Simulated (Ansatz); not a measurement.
**A relaxation, step by step**

GeSiH₄Cl₂, singlet, PBE0-D4/def2-TZVP (Ansatz 0.2.0). Settings:

```yaml
hamiltonian: {xc: pbe0, dispersion: d4}
relax: {f_tol: 0.005, max_steps: 200}
```

Start, a step off a saddle point along its unstable mode:

| atom | x (Å) | y (Å) | z (Å) |
| --- | --- | --- | --- |
| Si1 | -0.9532 | 0.0183 | 0.1638 |
| Ge2 | 2.1517 | 0.2886 | 0.2034 |
| H3 | 0.9002 | -0.4606 | 0.9160 |
| Cl4 | 1.8396 | -0.6397 | -1.7931 |
| Cl5 | 0.0669 | 1.6785 | -0.1273 |
| H6 | -1.3032 | 0.0889 | 1.6225 |
| H7 | -2.0941 | 0.4098 | -0.7259 |
| H8 | -0.6079 | -1.3837 | -0.2595 |

```json
{"step": "1", "energy less the last (meV)": "591.8", "largest force component (eV/Å)": "2.775"}
{"step": "2", "energy less the last (meV)": "190.9", "largest force component (eV/Å)": "0.796"}
{"step": "3", "energy less the last (meV)": "73.1", "largest force component (eV/Å)": "0.236"}
{"step": "4", "energy less the last (meV)": "23.8", "largest force component (eV/Å)": "0.453"}
{"step": "5 (rejected trial)", "energy less the last (meV)": "26.3", "largest force component (eV/Å)": "0.316"}
{"step": "6", "energy less the last (meV)": "2.8", "largest force component (eV/Å)": "0.086"}
{"step": "7", "energy less the last (meV)": "1.4", "largest force component (eV/Å)": "0.113"}
{"step": "8", "energy less the last (meV)": "0.6", "largest force component (eV/Å)": "0.045"}
{"step": "9", "energy less the last (meV)": "0.1", "largest force component (eV/Å)": "0.009"}
{"step": "10", "energy less the last (meV)": "0.0", "largest force component (eV/Å)": "0.007"}
{"step": "11", "energy less the last (meV)": "0.0", "largest force component (eV/Å)": "0.005"}
{"step": "12", "energy less the last (meV)": "0.0", "largest force component (eV/Å)": "0.004"}
```

Step 4, positions (Å) and forces (eV/Å):

```json
{"atom": "Si1", "x": "-1.266", "y": "0.048", "z": "0.121", "Fx": "0.453", "Fy": "0.303", "Fz": "-0.007"}
{"atom": "Ge2", "x": "2.363", "y": "0.336", "z": "0.226", "Fx": "-0.187", "Fy": "0.009", "Fz": "-0.060"}
{"atom": "H3", "x": "1.253", "y": "-0.525", "z": "1.016", "Fx": "0.113", "Fy": "-0.091", "Fz": "0.035"}
{"atom": "Cl4", "x": "2.160", "y": "-0.830", "z": "-1.649", "Fx": "0.043", "Fy": "-0.027", "Fz": "0.054"}
{"atom": "Cl5", "x": "0.051", "y": "1.654", "z": "-0.298", "Fx": "-0.198", "Fy": "-0.053", "Fz": "0.020"}
{"atom": "H6", "x": "-1.330", "y": "-0.019", "z": "1.600", "Fx": "-0.052", "Fy": "-0.096", "Fz": "-0.122"}
{"atom": "H7", "x": "-2.557", "y": "0.466", "z": "-0.468", "Fx": "-0.029", "Fy": "-0.035", "Fz": "0.007"}
{"atom": "H8", "x": "-0.674", "y": "-1.129", "z": "-0.548", "Fx": "-0.142", "Fy": "-0.010", "Fz": "0.072"}
```

Step 6, positions (Å) and forces (eV/Å):

| atom | x | y | z | Fx | Fy | Fz |
| --- | --- | --- | --- | --- | --- | --- |
| Si1 | -1.265 | 0.067 | 0.112 | 0.066 | 0.065 | -0.015 |
| Ge2 | 2.342 | 0.374 | 0.208 | 0.018 | -0.045 | -0.016 |
| H3 | 1.335 | -0.567 | 1.046 | 0.002 | 0.023 | -0.022 |
| Cl4 | 2.187 | -0.848 | -1.636 | 0.003 | 0.004 | 0.043 |
| Cl5 | 0.036 | 1.666 | -0.301 | -0.086 | -0.040 | 0.009 |
| H6 | -1.344 | -0.036 | 1.583 | 0.003 | -0.023 | 0.000 |
| H7 | -2.564 | 0.481 | -0.465 | -0.008 | 0.006 | 0.001 |
| H8 | -0.728 | -1.137 | -0.547 | 0.001 | 0.010 | 0.000 |

Step 7, positions (Å) and forces (eV/Å):

```csv
atom,x,y,z,Fx,Fy,Fz
Si1,-1.263,0.071,0.111,0.008,0.023,-0.014
Ge2,2.348,0.369,0.199,0.012,0.067,0.113
H3,1.331,-0.552,1.045,0.000,0.011,-0.010
Cl4,2.194,-0.870,-1.616,-0.012,-0.078,-0.098
Cl5,0.020,1.677,-0.302,-0.010,-0.009,0.003
H6,-1.335,-0.055,1.580,0.008,-0.010,0.005
H7,-2.570,0.484,-0.452,-0.004,-0.005,0.004
H8,-0.726,-1.123,-0.566,-0.001,0.001,-0.003
```

Last step (12):

```xyz
8
angstrom
Si -1.2585 0.0709 0.1025
Ge 2.3414 0.3787 0.2084
H 1.3161 -0.5290 1.0559
Cl 2.1964 -0.8979 -1.5936
Cl 0.0157 1.6810 -0.3153
H -1.2947 -0.0838 1.5703
H -2.5790 0.4914 -0.4208
H -0.7374 -1.1112 -0.6075
```

Time: 48 s of wall clock on 4 CPU threads of an Arm Neoverse V1; the host was shared. Peak host memory: 0.61 GiB.
